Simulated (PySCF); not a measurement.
## From computed data to an observable: dipole moment from atomic charges

GeClBr, SMILES [Br][Ge][Cl] (connectivity only; charge and spin as stated), neutral, multiplicity 1. Atoms are numbered in the order given.

```xyz
3

Ge     0.8056     0.5947     0.0000
Cl    -0.9147     1.9748     0.0000
Br    -0.2923    -1.5029     0.0000
```
Charge 0, spin multiplicity 1.

Geometry: PBE-D3(BJ)/def2-TZVP.

Charges (e) from r2SCAN/def2-TZVPD (PySCF):

```
atom     IAO  ESP fit
----  ------  -------
Ge1    0.503    0.290
Cl2   -0.280   -0.151
Br3   -0.223   -0.138
```

The dipole moment of the full density is 1.87 D.

Q: What dipole moment does each set of point charges give, and which comes closer to that of the density?

A: 
μ = Σ q r, and 1 e Å = 4.8032 D.
IAO: Σ q r = (0.727, 0.081, 0.000) e Å, |μ| = 3.51 D.
ESP fit: Σ q r = (0.412, 0.082, 0.000) e Å, |μ| = 2.02 D.
ESP fit comes closer in size. Point charges leave out the atoms' own dipoles (lone pairs, polarised bonds); fits to the potential absorb them, partitions of the density don't.
